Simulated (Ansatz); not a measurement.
System: CH5OSi, charge 0, multiplicity 2. It need not be the lowest isomer of its formula. 
Structure (B3LYP-D3(BJ)/def2-TZVP (Ansatz, an electronic-structure program) minimum search):
SMILES: O(C)[SiH2]
```xyz
8

C      1.5895     0.1852    -0.2934
O      0.3322    -0.4703    -0.3506
Si    -1.0430     0.0571     0.3925
H      1.4867     1.2626    -0.4566
H      2.0717     0.0181     0.6735
H      2.2212    -0.2309    -1.0776
H     -1.2194     1.5222     0.1450
H     -2.1537    -0.7205    -0.2150
```
Charge 0, spin multiplicity 2.

Dipole moments at this geometry, in debye (magnitudes).

```json
[
 {"level": "PBE/def2-TZVPD", "program": "Ansatz", "dipole (D)": "1.24"},
 {"level": "BLYP/def2-TZVPD", "program": "Ansatz", "dipole (D)": "1.26"},
 {"level": "revPBE/def2-TZVPD", "program": "Ansatz", "dipole (D)": "1.23"},
 {"level": "r2SCAN/def2-TZVPD", "program": "Ansatz", "dipole (D)": "1.24"},
 {"level": "B3LYP/def2-TZVPD", "program": "Ansatz", "dipole (D)": "1.25"},
 {"level": "PBE0/def2-TZVPD", "program": "Ansatz", "dipole (D)": "(withheld)"},
 {"level": "CAM-B3LYP/def2-TZVPD", "program": "Ansatz", "dipole (D)": "1.26"},
 {"level": "wB97M-V/def2-TZVPD", "program": "Ansatz", "dipole (D)": "1.25"},
 {"level": "CCSD(T)/aug-cc-pV(D+d)Z", "program": "Ansatz", "dipole (D)": "(withheld)"}
]
```

What belongs in the gaps?


- PBE0/def2-TZVPD, dipole (D): 1.23
- CCSD(T)/aug-cc-pV(D+d)Z, dipole (D): 1.24
